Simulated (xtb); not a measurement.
CNO, doublet, geometry from GFN2-xTB. Base run: GFN0-xTB in xtb.

xtb was given this input:
```
$ xtb mol.xyz --gfn 0 --uhf 1 --json

# file mol.xyz
3

N     -0.00000000    -0.00000000    -1.24271828
C     -0.00000000    -0.00000000    -0.04267674
O      0.00000000     0.00000000     1.11938605
```

The base run was repeated with changes; each row names its change, and settings that it needs were set with it.

```
change         ΔE vs base (kJ/mol)
-------------  -------------------
base                          0.00
acc = 0.1                     0.00
etemp = 10                    3.34
acc = 0.0001                  0.00
acc = 1000                    0.00
etemp = 10000               -138.8
```
